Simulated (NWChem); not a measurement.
bromotrifluoromethane (CBrF3); SMILES FC(F)(F)Br

```xyz
5

F      0.8873     0.8873    -1.2753
C      0.0000     0.0000    -0.8219
F      0.3248    -1.2121    -1.2753
F     -1.2121     0.3248    -1.2753
Br     0.0000     0.0000     1.1365
```
Atoms are numbered in this order, from 1.

All runs: NWChem. Pople sets run with spherical d functions. Coordinates come from a PBE-D3(BJ)/def2-SVP optimisation. Vertical excitations in the gas phase.

Question: Predict the results for Hartree-Fock/6-31G*, CIS. Quantities: lowest excitation, singlet (eV); oscillator strength of that lowest state; lowest state with f > 0.02, singlet (eV); oscillator strength of that bright state; orbital gap (eV).

Answer: 
* **lowest excitation, singlet (eV)**: 6.96
* **oscillator strength of that lowest state**: 0.003
* **lowest state with f > 0.02, singlet (eV)**: 11.00
* **oscillator strength of that bright state**: 0.735
* **orbital gap (eV)**: 15.22
